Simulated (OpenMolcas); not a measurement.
**Cr⁴⁺: CASPT2 settings compared**

```yaml
Program: OpenMolcas
Basis: ANO-L-VDZP [5s4p2d1f]
Scalar_Hamiltonian: non-relativistic, point nucleus
Active_space: 2 electrons in 10 orbitals (3d 4d)
State_averaging: 2S+1 = 3 even, 10 roots; 2S+1 = 1 even, 15 roots kept (CI in the orbitals of an earlier block)
Spin-orbit_coupling: state interaction with AMFI integrals over the reference wave functions, term energies averaged over their components
```

Methods on the same reference wave functions:
A. CASSCF
B. SS-CASPT2, IPEA 0.35 Eh, sigma2 regulariser 0.05 Eh (closed shells correlated: 3s 3p)
C. SS-CASPT2, IPEA 0.2 Eh, sigma1 regulariser 0.5 Eh (closed shells correlated: 3s 3p)
D. XMS-CASPT2, IPEA 0.15 Eh, imaginary shift 0.3 Eh (closed shells correlated: 2s 2p 3s 3p)

Energies in cm-1 above 3d2 3F2, the measured ground level; measured values from Sugar and Corliss, J. Phys. Chem. Ref. Data 6, 317 (1977).

```json
{"Level": "3d2 3F2", "A": "0.0", "B": "0.0", "C": "0.0", "D": "0.0", "Measured": "0.0"}
{"Level": "3d2 3F3", "A": "400", "B": "402", "C": "402", "D": "402", "Measured": "508"}
{"Level": "3d2 3F4", "A": "915", "B": "917", "C": "917", "D": "916", "Measured": "1142"}
{"Level": "3d2 1D2", "A": "13593", "B": "11480", "C": "11450", "D": "11830", "Measured": "13188"}
{"Level": "3d2 3P0", "A": "16101", "B": "14030", "C": "13960", "D": "14040", "Measured": "15492"}
{"Level": "3d2 3P1", "A": "16241", "B": "14170", "C": "14100", "D": "14180", "Measured": "15677"}
{"Level": "3d2 3P2", "A": "16548", "B": "14480", "C": "14400", "D": "14490", "Measured": "16041"}
{"Level": "3d2 1G4", "A": "21019", "B": "19820", "C": "19820", "D": "20010", "Measured": "22019"}
{"Level": "3d2 1S0", "A": "51043", "B": "45300", "C": "45300", "D": "45690", "Measured": "51146"}
```

Deviations, from unrounded energies. A percentage is the sum of absolute deviations over the sum of measured energies, with the sign that they share, or ± where signs differ.

```csv
Against measurement,Levels,A,B,C,D
mean absolute deviation (cm-1),8,440,1800,1900,1700
fine structure of the ground term (%),2,-20.3,-20.1,-20.1,-20.1
other terms of the ground configuration (%),6,±2.4,-10.7,-10.9,-10.0
```

A lies closest to measurement on these levels and C furthest from it. The largest miss of A in the table is 3d2 1G4, by -1000 cm-1. The ranking rests on the paired levels alone, and a cruder setting can come out closer through cancelling errors.

Among B to D the level of the table that moves most is 3d2 1S0, by 400 cm-1 (lowest in C, highest in D). Moves below CASPT2's spread within the term are not significant.

The mean deviations of B to D differ by less than CASPT2's widest spread within a term (400 cm-1), so their order carries little weight.

From A to B the spin-free energies of the other terms of 3d2 shown, above 3F, scale by factors of 0.84 to 0.94, as is usual when dynamic correlation screens the repulsion within a d or f shell.

The lowest spin-free term lies below A's lowest term by 0.132 hartree in B, 0.133 hartree in C, 0.142 hartree in D.

CASPT2 does not keep the components of a term degenerate, so their means are used; among the terms shown or strongly mixed into the levels shown the widest spread is 400 cm-1 (3d2 3F, D). Terms from blocks run as CI alone lack orbitals of their own. Active for correlation alone: 4d; no level in the range computed is led by a configuration that fills it, so any true level of that kind is missing. The basis is small and was not contracted for so high a charge. Without dynamic correlation excited terms often stand tens of per cent too high (terms of higher spin than the ground term too low), and those without a measured partner can miss by more than the paired ones (holds for A). Computed and measured levels are paired by configuration, term and J; levels that our copy of the source lacks, or whose pairing is in doubt (as where it misses far off the trend of its configuration), stay unpaired and out of the deviations. Levels of configurations outside the active space are missing.
